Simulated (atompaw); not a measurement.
Logarithmic derivatives: lanthanum (La), PAW (atompaw)

La, PAW, made with atompaw 4.2.0.5 (PBEsol, scalar-relativistic). Core [Kr], reference 4d10 4f0 5s2 5p6 5d1 6s2 6p0. Waves: 5s (bound): rc 2.40 bohr; 6s (bound): rc 2.25 bohr; 5p (bound): rc 2.60 bohr; 6p (bound, empty): rc 2.60 bohr; 4d (bound): rc 1.40 bohr; 5d (bound): rc 1.50 bohr; 4f (bound, empty): rc 1.75 bohr; 4f channel at 1.55 Ry: rc 1.75 bohr. Local part: ultrasoft scheme with l = 4 at 0.5 Ry, radius 2.55 bohr. Core correction: smooth core density matched at 1.80 bohr. Augmentation charge: sinc compensation charge, radius 1.90 bohr; PAW radius 2.60 bohr; waves and projectors: custom polynom vanderbiltortho.

The phase is arctan(r·u′/u) with u = r·R(r), unwrapped; energies in Ry, scanned from -10 to 5 Ry. A pole is an energy at which the radial function vanishes at the test radius. The pseudo phase is shifted by a multiple of π to meet the all-electron one at the reference energy, and phase errors are pseudo minus all-electron; the curves can meet again beyond the range given. Levels narrower than the energy grid can be missing from the lists of poles.

```csv
channel,radius (bohr),reference energy (Ry),"poles, all-electron","poles, pseudo",unbroken range about the reference energy with phases within 0.05 rad,phase error 1 Ry above the reference energy (rad)
s,2.61,-0.27,-2.55,"-2.55, 4.04",below 1.3,-0.008
p,2.61,-0.10,-1.04,-1.04,below 2.2,-0.001
d,2.61,-0.23,"-7.62, 1.34","-7.62, 1.32",below 3.7,-0.002
f,2.61,-0.32,"-0.19, 4.47",-0.19,below 3.8,+0.006
```

Phases in the d channel:

```
E (Ry)  all-electron  pseudo
-10.00         1.446   1.446
 -9.52         1.442   1.442
 -9.04         1.439   1.439
 -8.56         1.435   1.435
 -8.08         1.430   1.430
 -7.60        -1.698  -1.698
 -7.12        -1.720  -1.720
 -6.64        -1.726  -1.726
 -6.16        -1.733  -1.733
 -5.68        -1.741  -1.741
 -5.20        -1.750  -1.750
 -4.72        -1.760  -1.760
 -4.24        -1.773  -1.773
 -3.76        -1.788  -1.788
 -3.28        -1.808  -1.808
 -2.80        -1.834  -1.834
 -2.32        -1.871  -1.871
 -1.84        -1.927  -1.928
 -1.36        -2.029  -2.030
 -0.88        -2.266  -2.267
 -0.40        -3.070  -3.071
  0.08        -4.176  -4.177
  0.56        -4.522  -4.524
  1.04        -4.659  -4.662
  1.52        -4.738  -4.743
  2.00        -4.798  -4.805
  2.48        -4.854  -4.864
  2.96        -4.916  -4.934
  3.44        -5.003  -5.037
  3.92        -5.151  -5.226
  4.40        -5.490  -5.708
  4.88        -6.387  -6.735
```
